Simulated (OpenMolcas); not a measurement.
How basis sets differ on SiHCl2OF (SMILES O[Si](F)(Cl)Cl)

The species is SiHCl2OF (6 atoms), meant as a singlet with charge 0. As SMILES, `O[Si](F)(Cl)Cl`. Geometry: relaxed at PBE0-D4/def2-TZVP. This is one conformer, not always the lowest.

Quantity: the HOMO–LUMO gap, in eV. The values are calculated.

```tsv
level	kind	program	value (eV)
HF/ANO-R0 (sfX2C)	Hartree–Fock	OpenMolcas	16.61
HF/ANO-RCC-MB (DKH2)	Hartree–Fock	OpenMolcas	16.70
HF/STO-3G	Hartree–Fock	OpenMolcas	18.89
HF/3-21G	Hartree–Fock	OpenMolcas	17.11
HF/def2-SVP	Hartree–Fock	OpenMolcas	17.06
```

The values span 16.61 to 18.89 eV. A Hartree–Fock LUMO above zero doesn't converge with the basis: it sinks as sets grow more diffuse. Orbital gaps aren't excitation energies.
